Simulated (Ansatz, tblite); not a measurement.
Removing and adding an electron: `[C-]#[N+]CCCCCCCCCC=C`. Total charge 0; singlet. Geometry: PBE-D4/def2-SVP. Ansatz, gas phase; energy differences of separate SCF runs; the oxidised species was run as a doublet alone; the reduced species was run as a doublet alone.

```
atom   x (Å)   y (Å)   z (Å)
  C1   1.630   6.519   2.618
  N2   1.196   5.418   2.535
  C3   0.714   4.088   2.414
  C4   1.670   3.182   1.625
  C5   1.149   1.749   1.504
  C6   2.089   0.831   0.713
  C7   1.639  -0.633   0.631
  C8   0.332  -0.868  -0.134
  C9  -0.030  -2.351  -0.272
 C10  -1.374  -2.631  -0.958
 C11  -1.431  -2.213  -2.429
 C12  -2.710  -2.520  -3.161
 C13  -3.812  -3.100  -2.652
 H14  -0.283   4.117   1.922
 H15   0.551   3.678   3.435
 H16   1.826   3.620   0.616
 H17   2.663   3.189   2.124
 H18   0.992   1.322   2.521
 H19   0.144   1.765   1.025
 H20   3.100   0.875   1.175
 H21   2.212   1.237  -0.317
 H22   2.446  -1.228   0.149
 H23   1.540  -1.046   1.661
 H24   0.418  -0.401  -1.141
 H25  -0.508  -0.341   0.371
 H26   0.782  -2.876  -0.824
 H27  -0.044  -2.809   0.742
 H28  -1.597  -3.718  -0.886
 H29  -2.187  -2.117  -0.397
 H30  -0.586  -2.688  -2.981
 H31  -1.237  -1.119  -2.525
 H32  -2.717  -2.226  -4.227
 H33  -4.699  -3.281  -3.278
 H34  -3.875  -3.424  -1.601
```

The xTB rows come from tblite. HOMO above LUMO, or a gap near zero within one spin, warns that the state may not be the lowest or that an electron is smeared out.

Question: Estimate orbital energies and vertical ionisation energies and electron affinities at: GFN1-xTB; GFN2-xTB; PBE-D4/def2-SVP; PBE0-D4/def2-SVP.

Answer: 
| level | −HOMO (eV) | vertical IE (eV) | −LUMO (eV) | vertical EA (eV) | HOMO–LUMO gap (eV) | IE − EA (eV) | remarks |
| --- | --- | --- | --- | --- | --- | --- | --- |
| GFN1-xTB | 11.07 | 13.69 | 6.63 | 4.01 | 4.44 | 9.69 | – |
| GFN2-xTB | 10.71 | 12.96 | 5.87 | 3.19 | 4.84 | 9.77 | – |
| PBE-D4/def2-SVP | 6.15 | 8.59 | 0.54 | -1.41 | 5.61 | 10.00 | HOMO above zero (-1 doublet), gap within one spin near zero (+1 doublet), gap within one spin near zero (-1 doublet) |
| PBE0-D4/def2-SVP | 7.31 | 9.24 | -0.52 | -1.90 | 7.83 | 11.14 | HOMO above zero (-1 doublet) |

   A HOMO above zero means that the electron is unbound at that level or that self-interaction error raises the level; the energy of removing that electron tells which. Raw xTB energy differences between charge states are shifted by several eV; the methods need an empirical correction for them. Sets without diffuse functions give affinities that are too small. A negative affinity means that the extra electron isn't bound; its size then hangs on the basis.
